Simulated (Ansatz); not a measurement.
Mulliken charges of Cl2H3O2Si2, SMILES `O[SiH](Cl)O[SiH]Cl` radical from r2SCAN/def2-TZVPP in Ansatz (PBE0-D4/def2-TZVP geometry).

```
atom   x (Å)   y (Å)   z (Å)  charge (e)
  O1   1.363  -1.835   0.656      -0.393
 Si2   0.938  -0.296   0.379       0.686
 Cl3   1.814   0.399  -1.336      -0.248
  O4  -0.675  -0.176   0.181      -0.369
 Si5  -1.985   0.783   0.039       0.462
 Cl6  -1.400   2.739  -0.214      -0.229
  H7   1.284  -2.480  -0.049       0.207
  H8   1.394   0.496   1.527      -0.062
  H9  -2.733   0.369  -1.182      -0.055
```

By hand: the dipole of these point charges (1 e Å = 4.8032 D).

Σ q r = (-0.360, -0.346, 0.294) e Å, of length 0.579 e Å = 2.78 D.

How does the dipole of the full density compare? (An estimate is asked.)

Computed: (-0.149, -0.349, -0.034) e Å, 1.83 D; the point charges give 1.52 times that, at 42° from its direction.

Point charges leave out the atoms' own dipoles, such as those of lone pairs, and Mulliken's split depends on the basis, so the two needn't agree.
